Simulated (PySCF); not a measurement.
Labels have come off several samples. The candidates:

A. `COCO[SiH2]C([SiH3])[SiH3]`
B. `InChI=1S/C2H2F2O2/c3-1(4)2(5)6/h1H,(H,5,6)`
C. SMILES o1c(C(C)(C)C)pcc1Cl

Spectrum 1. 13C{1H} NMR (computed): δ 221.1 (C), 150.3 (C), 126.5 (CH), 40.3 (C), 31.2 (CH3).

Spectrum 2. 13C{1H} NMR (computed): δ 94.7 (CH2), 56.5 (CH3), -15.1 (CH).

Spectrum 3. 13C{1H} NMR (computed): δ 166.8 (C, t, J = 28.7 Hz), 113.9 (CH, t, J = 313.6 Hz).

Non-relativistic Hamiltonian, no solvent model, one computed conformer, equivalent nuclei averaged. Geometry from GFN2-xTB; B3LYP/pcJ-1 coupling constants; shielding tensors at PBE0/pcSseg-1 (GIAO); PySCF 2.14.

Referencing at the same level of theory: TMS for 13C (σref 186.93). Splittings of carbon signals by F and P are missing where no couplings were computed. One-bond C–F couplings are unscaled and too large by tens of Hz. Acid and N–H amide carbonyl carbons lie up to 10 ppm further downfield in solution (hydrogen bonding). Shifts are as computed. Against solution values, carbons near 30 ppm lie about +3 ppm off and those near 130 ppm about +5 ppm; carbons on Cl a further +6 ppm. Of 1211 compounds with measured shifts, 218 miss one by over three times the rms of a fit or turn the order of signals round; such compounds aren't used in these exercises. Carbons bonded to Cl come out too deshielded.

**Question.** Which spectrum belongs to which compound?

**Answer.** 1–C, 2–A, 3–B.

- Spectrum 1 (C): 5 13C signals; δC 126.5 is an aromatic CH; δC 40.3 is a quaternary sp3 carbon on an aromatic ring.
- Spectrum 2 (A): 3 13C signals; δC 94.7 is an sp3 carbon bearing two oxygens; δC 56.5 is a methyl carbon bonded to O.
- Spectrum 3 (B): 2 13C signals; δC 166.8 is a carboxylic acid carbon; δC 113.9 is an sp3 CH bonded to 2 F, α to a carbonyl.
